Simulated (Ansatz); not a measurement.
Reactions of ClH4SSbSi, SMILES `Cl[SiH2][S][SbH2]`.

Program: Ansatz. Geometries: PBE0-D4/def2-TZVP. ΔE: electronic, gas phase. CBS: MP2 limit from def2 TZ/QZ plus the TZ coupled-cluster correction, frozen cores. This one scheme is used for every species. Functionals use def2-TZVPP. Elements past krypton have def2 core potentials. For Sb, Te outer-core shells are correlated without core-valence functions, which leaves a few kJ/mol of doubt a bond. One conformer a species, not always the lowest.

```json
{"reaction": "`Cl[SiH2][S][SbH2]` + `BN` → `BN[SiH2]Cl` + `[SH][SbH2]`", "PBE0-D4 (kJ/mol)": "28", "HF/CBS(def2) (kJ/mol)": "0", "MP2/CBS(def2) (kJ/mol)": "28", "PBE-D4 (kJ/mol)": "32"}
{"reaction": "`Cl[SiH2][S][SbH2]` + silanol → `[SiH3][O][SbH2]` + `S[SiH2]Cl`", "PBE0-D4 (kJ/mol)": "56", "HF/CBS(def2) (kJ/mol)": "30", "MP2/CBS(def2) (kJ/mol)": "58", "PBE-D4 (kJ/mol)": "54"}
{"reaction": "`Cl[SiH2][S][SbH2]` + H₂Te → `[SbH2][TeH]` + `S[SiH2]Cl`", "PBE0-D4 (kJ/mol)": "-27", "HF/CBS(def2) (kJ/mol)": "-36", "MP2/CBS(def2) (kJ/mol)": "-27", "PBE-D4 (kJ/mol)": "-25"}
{"reaction": "`Cl[SiH2][S][SbH2]` + `O[SiH](O)S` → `O[SiH](O)S[SiH2]Cl` + `[SH][SbH2]`", "PBE0-D4 (kJ/mol)": "-1", "HF/CBS(def2) (kJ/mol)": "-2", "MP2/CBS(def2) (kJ/mol)": "4", "PBE-D4 (kJ/mol)": "0"}
{"reaction": "`Cl[SiH2][S][SbH2]` + `[SiH3]S` → `[SiH3]S[SiH2]Cl` + `[SH][SbH2]`", "PBE0-D4 (kJ/mol)": "1", "HF/CBS(def2) (kJ/mol)": "0", "MP2/CBS(def2) (kJ/mol)": "5", "PBE-D4 (kJ/mol)": "2"}
```

Question: Give the CCSD(T)/CBS values in the same order. (Estimate.)

Answer: Ansatz gave: 21, 50, -26, 2, 3 kJ/mol.

Largest T1 diagnostic: 0.014, for `[SiH3][O][SbH2]`.
